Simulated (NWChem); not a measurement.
System: C2H7NOSi; SMILES OC/C=N/[SiH3]

NWChem input:

```
start job
memory heap 200 mb stack 900 mb global 1100 mb
geometry units angstroms noautosym nocenter noautoz
  O      0.481682     2.831706     0.084040
  C     -0.492215     1.841682    -0.084223
  C      0.092674     0.457689    -0.190427
  N     -0.520582    -0.579327     0.193405
  Si     0.084323    -2.217930     0.048742
  H      0.870245     2.725125     0.958398
  H     -1.272740     1.839209     0.699863
  H     -1.003766     2.057951    -1.039368
  H      1.108095     0.448792    -0.654070
  H      0.125468    -2.824103     1.411218
  H     -0.864904    -2.995429    -0.799395
  H      1.456749    -2.273207    -0.561333
end
basis spherical
  * library 6-31g*
end
dft
  xc hfexch
  iterations 150
  mulliken
end
task dft energy
esp
  recalculate
  probe 0.07
  range 0.3
  factor 1.0
  spacing 0.02
end
task esp
```

Coordinates come from a PBE0/def2-SVP optimisation. Not confirmed as a minimum by frequencies.

Atomic charges in e: unrestrained fits to the electrostatic potential beside Mulliken populations; buried atoms are poorly determined by the fit.

Atoms are numbered as in the input.

Q: What results follow from this input? (Hartree-Fock/6-31G* (spherical d).) Quantities: ESP O1; Mulliken O1; ESP C2; Mulliken C2; ESP C3; Mulliken C3; ESP N4; Mulliken N4; ESP Si5; Mulliken Si5; relative RMS misfit of the potential (%).

A: 
| Quantity | Value |
|---|---|
| ESP O1 | -0.71 |
| Mulliken O1 | -0.76 |
| ESP C2 | 0.38 |
| Mulliken C2 | -0.02 |
| ESP C3 | 0.33 |
| Mulliken C3 | 0.08 |
| ESP N4 | -0.69 |
| Mulliken N4 | -0.63 |
| ESP Si5 | 0.83 |
| Mulliken Si5 | 0.79 |
| relative RMS misfit of the potential (%) | 30 |
